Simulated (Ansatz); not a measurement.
```xyz
9

C     0.051    1.429    0.008
O     0.766    0.252   -0.318
Ge    0.031   -1.325   -0.175
F     1.360   -2.409   -0.245
Cl   -0.879   -1.533    1.742
H    -0.802    1.588   -0.662
H    -0.309    1.412    1.041
H     0.740    2.267   -0.108
H    -0.958   -1.681   -1.282
```

Charge 0, multiplicity 1.

Problem. List the ωB97M-V/def2-TZVPP orbital energies in eV (the Gaussian-basis code of Ansatz). (Best estimate.)

Solution. Ansatz gave: Occupied: -10868.43, -2772.26, -1364.12, -1211.88, -1211.85, -1211.83, -677.24, -526.66, -283.08, -262.65, -200.13, -199.99, -199.99, -176.07, -125.38, -125.33, -125.26, -38.57, -38.25, -38.13, -38.06, -38.05, -35.06, -31.29, -26.00, -22.26, -18.75, -16.14, -15.83, -15.65, -14.92, -14.67, -14.15, -13.06, -12.17, -11.97, -11.55, -11.08. Lowest empty: 1.73, 2.12, 2.71, 3.24, 4.05, 4.60, 4.97, 5.35.
